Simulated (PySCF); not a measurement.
HP2, SMILES P#[PH+], charge +1. Atoms are numbered in the order given.

```xyz
3

P      0.0000     0.0000     1.0114
P      0.0000     0.0000    -0.8598
H      0.0000     0.0000    -2.2751
```
Charge +1, spin multiplicity 1.

Geometry: TPSSh-D3(BJ)/def2-TZVPD. The isomer is the one that the SMILES or the coordinates give; other isomers of the formula were not compared.

These are PySCF with PBE0/pcSseg-2 values and carry that method's errors.

GIAO shieldings, no solvent; atoms alike by connectivity are averaged. δ = σ(ref) − σ: ³¹P against PH3 (σ = 579.7 ppm); ¹H against TMS (σ = 31.54 ppm), references at their B3LYP-D3(BJ)/def2-TZVP geometries, non-relativistic.

Computed chemical shifts:
```json
[
 {"nucleus": "³¹P", "atoms": "P2", "count": "1", "δ (ppm)": "367.5"},
 {"nucleus": "³¹P", "atoms": "P1", "count": "1", "δ (ppm)": "366.6"},
 {"nucleus": "¹H", "atoms": "H3", "count": "1", "δ (ppm)": "8.48"}
]
```
